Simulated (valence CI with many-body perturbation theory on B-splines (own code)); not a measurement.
**E1 line list for Pr26+**

Level of theory: configuration interaction combined with many-body perturbation theory (CI+MBPT): five valence electrons over a frozen Dirac-Fock core [Ar] 3d10, radial functions for each j: 9 s, 9 p, 8 d, 6 f, 3 g, 1 h, with the one-electron correlation potential Σ1 (screened to all orders), the two-electron term Σ2, the three-electron term Σ3, Breit, model QED; selected single and double excitations, second order for the rest (own B-spline code, finite nucleus).

No measured spectrum was set against this ion. As an estimate, large intervals hold to a few tenths of a per cent, small ones and those within an open d or f shell to about a per cent. Among the levels kept, up to 270 cm⁻¹ of a level comes from second order outside the variational space, and about a tenth of that is noise between levels of different J, which matters for small intervals.

Lines 101 to 150 of 186 in falling wavelength, among levels below 192.47 eV, chosen from the strongest by gf and those to the six lowest levels. Wavelengths and rates use the calculated energies. Electric multipoles are in the length gauge, E1 and E2 with the static RPA response of the core. Weak lines are less certain than strong ones. Lines between different terms over intervals too small for the method are left out, as are lines whose strength nearly cancels. The highest levels of a list are the least certain.

Levels are named by their leading jj configuration (3d3/2^4 stands for four electrons in 3d with j = 3/2), which in mixed levels can hold well under half, so a name can repeat and another be missing. Letters in brackets count levels of one name in rising energy.

| λ vac (Å) | Upper | Lower | A (s⁻¹) | S (a.u.) with core polarisation | S without |
| --- | --- | --- | --- | --- | --- |
| 123.2 | (4s 4p1/2^2 4p3/2 4d3/2) J=7/2 | (4s 4p1/2^2 4p3/2^2) J=5/2 | 1.29e+09 | 9.50e-03 | 1.00e-02 |
| 122.9 | (4s 4p1/2^2 4p3/2 4d3/2) J=3/2 [b] | (4s 4p1/2^2 4p3/2^2) J=5/2 | 2.35e+10 | 8.61e-02 | 9.22e-02 |
| 122.8 | (4s^2 4p1/2 4p3/2 4d3/2) J=7/2 | (4s^2 4p1/2 4p3/2^2) J=5/2 | 4.78e+08 | 3.50e-03 | 3.70e-03 |
| 121.8 | (4s^2 4p1/2 4p3/2 4d3/2) J=5/2 [a] | (4s^2 4p1/2 4p3/2^2) J=3/2 | 4.55e+08 | 2.43e-03 | 2.60e-03 |
| 120.1 | (4s^2 4p1/2 4p3/2 4d3/2) J=3/2 [b] | (4s^2 4p1/2 4p3/2^2) J=5/2 | 8.92e+10 | 3.05e-01 | 3.28e-01 |
| 120.1 | (4s^2 4p1/2 4p3/2 4d5/2) J=7/2 [a] | (4s^2 4p1/2 4p3/2^2) J=5/2 | 1.41e+08 | 9.63e-04 | 1.02e-03 |
| 119.2 | (4s^2 4p1/2^2 4d3/2) J=3/2 | (4s^2 4p1/2^2 4p3/2) J=3/2 | 4.36e+10 | 1.46e-01 | 1.56e-01 |
| 118.6 | (4s^2 4p1/2 4p3/2 4d3/2) J=1/2 [a] | (4s^2 4p1/2 4p3/2^2) J=3/2 | 4.75e+10 | 7.82e-02 | 8.38e-02 |
| 118.0 | (4s^2 4p1/2 4p3/2 4d5/2) J=3/2 [a] | (4s^2 4p1/2 4p3/2^2) J=1/2 | 2.48e+09 | 8.04e-03 | 8.59e-03 |
| 118.0 | (4s^2 4p3/2^2 4d3/2) J=1/2 | (4s^2 4p3/2^3) J=3/2 | 5.13e+09 | 8.32e-03 | 8.97e-03 |
| 116.6 | (4s^2 4p3/2^2 4d3/2) J=3/2 [a] | (4s^2 4p3/2^3) J=3/2 | 9.54e+07 | 2.99e-04 | 3.28e-04 |
| 116.0 | (4s 4p1/2^2 4p3/2 4d3/2) J=3/2 [c] | (4s 4p1/2^2 4p3/2^2) J=5/2 | 8.94e+09 | 2.75e-02 | 2.94e-02 |
| 115.9 | (4s^2 4p1/2 4p3/2 4d3/2) J=3/2 [b] | (4s^2 4p1/2 4p3/2^2) J=3/2 | 1.07e+10 | 3.30e-02 | 3.51e-02 |
| 115.9 | (4s^2 4p3/2^2 4d3/2) J=5/2 | (4s^2 4p3/2^3) J=3/2 | 8.11e+09 | 3.74e-02 | 4.00e-02 |
| 114.0 | (4s^2 4p1/2 4p3/2 4d5/2) J=5/2 [a] | (4s^2 4p1/2 4p3/2^2) J=5/2 | 1.28e+10 | 5.61e-02 | 5.99e-02 |
| 113.8 | (4s^2 4p1/2 4p3/2 4d3/2) J=1/2 [b] | (4s^2 4p1/2 4p3/2^2) J=1/2 | 7.82e+08 | 1.14e-03 | 1.22e-03 |
| 113.3 | (4s^2 4p1/2 4p3/2 4d3/2) J=3/2 [c] | (4s^2 4p1/2 4p3/2^2) J=1/2 | 1.08e+09 | 3.11e-03 | 3.36e-03 |
| 112.9 | (4s^2 4p1/2 4p3/2 4d5/2) J=3/2 [a] | (4s^2 4p1/2 4p3/2^2) J=5/2 | 2.50e+10 | 7.11e-02 | 7.65e-02 |
| 111.3 | (4s 4p1/2 4p3/2^3) J=3/2 | (4s^2 4p1/2^2 4p3/2) J=3/2 | 1.37e+10 | 3.75e-02 | 4.02e-02 |
| 111.1 | (4s^2 4p1/2^2 4d5/2) J=5/2 | (4s^2 4p1/2^2 4p3/2) J=3/2 | 6.96e+10 | 2.83e-01 | 3.02e-01 |
| 110.2 | (4s^2 4p1/2 4p3/2 4d5/2) J=5/2 [a] | (4s^2 4p1/2 4p3/2^2) J=3/2 | 4.58e+10 | 1.82e-01 | 1.94e-01 |
| 109.6 | (4s^2 4p1/2 4p3/2 4d3/2) J=5/2 [b] | (4s^2 4p1/2 4p3/2^2) J=5/2 | 8.75e+10 | 3.41e-01 | 3.64e-01 |
| 109.2 | (4s^2 4p1/2 4p3/2 4d5/2) J=3/2 [a] | (4s^2 4p1/2 4p3/2^2) J=3/2 | 6.84e+10 | 1.76e-01 | 1.88e-01 |
| 109.1 | (4s^2 4p3/2^2 4d5/2) J=5/2 [a] | (4s^2 4p3/2^3) J=3/2 | 1.49e+07 | 5.74e-05 | 6.09e-05 |
| 108.6 | (4s^2 4p3/2^2 4d3/2) J=3/2 [b] | (4s^2 4p3/2^3) J=3/2 | 3.66e+10 | 9.25e-02 | 9.90e-02 |
| 108.5 | (4s^2 4p1/2 4p3/2 4d3/2) J=3/2 [c] | (4s^2 4p1/2 4p3/2^2) J=5/2 | 1.07e+11 | 2.69e-01 | 2.88e-01 |
| 108.4 | (4s^2 4p1/2 4p3/2 4d5/2) J=3/2 [b] | (4s^2 4p1/2 4p3/2^2) J=1/2 | 1.04e+11 | 2.62e-01 | 2.79e-01 |
| 108.0 | (4s 4p3/2^4) J=1/2 | (4s^2 4p1/2 4p3/2^2) J=1/2 | 8.36e+10 | 1.04e-01 | 1.11e-01 |
| 107.8 | (4s^2 4p1/2 4p3/2 4d5/2) J=7/2 [b] | (4s^2 4p1/2 4p3/2^2) J=5/2 | 1.11e+11 | 5.50e-01 | 5.86e-01 |
| 107.1 | (4s 4p1/2 4p3/2^3) J=5/2 | (4s^2 4p1/2^2 4p3/2) J=3/2 | 4.06e+08 | 1.48e-03 | 1.56e-03 |
| 106.1 | (4s^2 4p1/2 4p3/2 4d3/2) J=5/2 [b] | (4s^2 4p1/2 4p3/2^2) J=3/2 | 3.60e+09 | 1.27e-02 | 1.37e-02 |
| 105.6 | (4s^2 4p3/2^2 4d5/2) J=1/2 | (4s^2 4p3/2^3) J=3/2 | 3.83e+11 | 4.45e-01 | 4.77e-01 |
| 105.5 | (4s^2 4p1/2 4p3/2 4d3/2) J=1/2 [b] | (4s^2 4p1/2 4p3/2^2) J=3/2 | 3.88e+10 | 4.50e-02 | 4.81e-02 |
| 105.1 | (4s^2 4p1/2 4p3/2 4d3/2) J=3/2 [c] | (4s^2 4p1/2 4p3/2^2) J=3/2 | 7.48e+10 | 1.71e-01 | 1.83e-01 |
| 104.1 | (4s^2 4p1/2 4p3/2 4d5/2) J=3/2 [b] | (4s^2 4p1/2 4p3/2^2) J=5/2 | 1.38e+09 | 3.07e-03 | 3.27e-03 |
| 103.9 | (4s^2 4p1/2 4p3/2 4d5/2) J=1/2 | (4s^2 4p1/2 4p3/2^2) J=1/2 | 2.64e+11 | 2.92e-01 | 3.13e-01 |
| 103.6 | (4s^2 4p1/2 4p3/2 4d5/2) J=5/2 [b] | (4s^2 4p1/2 4p3/2^2) J=5/2 | 8.63e+10 | 2.84e-01 | 3.04e-01 |
| 102.8 | (4s 4p1/2 4p3/2^3) J=1/2 | (4s^2 4p1/2^2 4p3/2) J=3/2 | 1.95e+10 | 2.09e-02 | 2.24e-02 |
| 102.6 | (4s^2 4p3/2^2 4d5/2) J=3/2 | (4s^2 4p3/2^3) J=3/2 | 3.12e+11 | 6.66e-01 | 7.11e-01 |
| 102.4 | (4s^2 4p1/2 4p3/2 4d3/2) J=3/2 [a] | (4s^2 4p1/2^2 4p3/2) J=3/2 | 1.45e+09 | 3.08e-03 | 3.31e-03 |
| 100.9 | (4s^2 4p1/2 4p3/2 4d5/2) J=3/2 [b] | (4s^2 4p1/2 4p3/2^2) J=3/2 | 7.98e+07 | 1.62e-04 | 1.70e-04 |
| 100.5 | (4s 4p3/2^4) J=1/2 | (4s^2 4p1/2 4p3/2^2) J=3/2 | 8.66e+09 | 8.68e-03 | 9.29e-03 |
| 100.4 | (4s^2 4p1/2 4p3/2 4d5/2) J=5/2 [b] | (4s^2 4p1/2 4p3/2^2) J=3/2 | 2.67e+11 | 8.00e-01 | 8.54e-01 |
| 100.4 | (4s^2 4p3/2^2 4d5/2) J=5/2 [b] | (4s^2 4p3/2^3) J=3/2 | 4.90e+11 | 1.47e+00 | 1.57e+00 |
| 98.99 | (4s^2 4p1/2 4p3/2 4d3/2) J=5/2 [a] | (4s^2 4p1/2^2 4p3/2) J=3/2 | 1.84e+09 | 5.29e-03 | 5.64e-03 |
| 96.92 | (4s^2 4p1/2 4p3/2 4d5/2) J=1/2 | (4s^2 4p1/2 4p3/2^2) J=3/2 | 2.77e+10 | 2.49e-02 | 2.67e-02 |
| 96.88 | (4s^2 4p1/2 4p3/2 4d3/2) J=1/2 [a] | (4s^2 4p1/2^2 4p3/2) J=3/2 | 1.06e+10 | 9.50e-03 | 1.02e-02 |
| 96.11 | (4s^2 4p3/2^2 4d3/2) J=1/2 | (4s^2 4p1/2 4p3/2^2) J=1/2 | 2.90e+08 | 2.54e-04 | 2.64e-04 |
| 95.21 | (4s^2 4p3/2^2 4d3/2) J=3/2 [a] | (4s^2 4p1/2 4p3/2^2) J=1/2 | 3.68e+10 | 6.27e-02 | 6.72e-02 |
| 95.07 | (4s^2 4p1/2 4p3/2 4d3/2) J=3/2 [b] | (4s^2 4p1/2^2 4p3/2) J=3/2 | 5.99e+10 | 1.02e-01 | 1.09e-01 |
